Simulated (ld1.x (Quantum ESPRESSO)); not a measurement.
antimony: one change to a TM potential, before and after

antimony, norm-conserving Troullier–Martins (Kleinman–Bylander form), made with ld1.x (Quantum ESPRESSO) 7.5 (LDA (PZ), scalar-relativistic). Core [Kr] 4d10, reference 5s2 5p3. Waves: 5p (bound): rc 1.65 bohr; 5s (bound): rc 2.05 bohr. Local part: the s channel. Core correction: a·sin(br)/r model core inside 1.15 bohr.

All-electron outer shells of the reference configuration (LDA (PZ), scalar-relativistic, ld1.x):

```
shell  level (eV)  outermost node (bohr)  outermost maximum (bohr)
   4p     -101.60                   0.39                      0.76
   4d      -33.55                   0.38                      0.84
   5s      -13.09                   0.95                      1.88
   5p       -5.00                   1.04                      2.32
```

Change: core correction a·sin(br)/r model core inside 1.94 bohr.

Cutoffs: the cutoffs (Ry, on a coarse ladder) from which the occupation-weighted sum of valence levels, in a spherical-Bessel basis at the reference potential, stays within 10 and 1 mRy of its value at 400 Ry; they do not see the model core or the augmentation charge, which bear on the density cutoff. Errors are all-electron minus pseudo energies relative to the spin-unpolarised reference configuration.

What does the change do?

The potential gets neither clearly harder nor softer (45 Ry and 100 Ry → 45 Ry and 100 Ry); both files keep a bound ghost (p); of the 9 tests that both files solve, the error grows in 1 and shrinks in 4 by more than 15 % and 0.3 meV (median size 12.8 → 6.2 meV). A wider model core is smoother and lowers the density cutoff, which this test does not measure.

```tsv
quantity	base	changed
cutoff, loose	45 Ry	45 Ry
cutoff, tight	100 Ry	100 Ry
bound ghosts	p	p
error for 5s2 5p2, meV [ΔE 8.52 eV]	-6.0	-5.6
error for 5s2 5p1, meV [ΔE 24.77 eV]	-41	-37
error for 5s2 5p0, meV [ΔE 49.56 eV]	-156	-138
error for 5s1 5p4, meV [ΔE 8.21 eV]	-7.8	-0.7
error for 5s0 5p5, meV [ΔE 16.65 eV]	-29	+1.2
error for 5s2 5p2.5, meV [ΔE 3.36 eV]	-1.3	-1.3
error for 5s1 5p3, meV [ΔE 17.34 eV]	-22	-13
error for 5s2 5p3 (spin-polarised), meV [ΔE -1.09 eV]	-8.5	+19
error for 5s2 5p2 (spin-polarised), meV [ΔE 7.93 eV]	-13	+6.2
s: phases at 2.25 bohr within 0.05 rad from the reference energy up to (Ry; the scan ends near 5)	3.3	3.3
p: phases at 2.25 bohr within 0.05 rad from the reference energy up to (Ry; the scan ends near 5)	4.9	4.9
```

 A true bound ghost makes a file unfit for plane-wave use even where its test errors are small: the radial tests pick states by their node count and pass the ghost by.
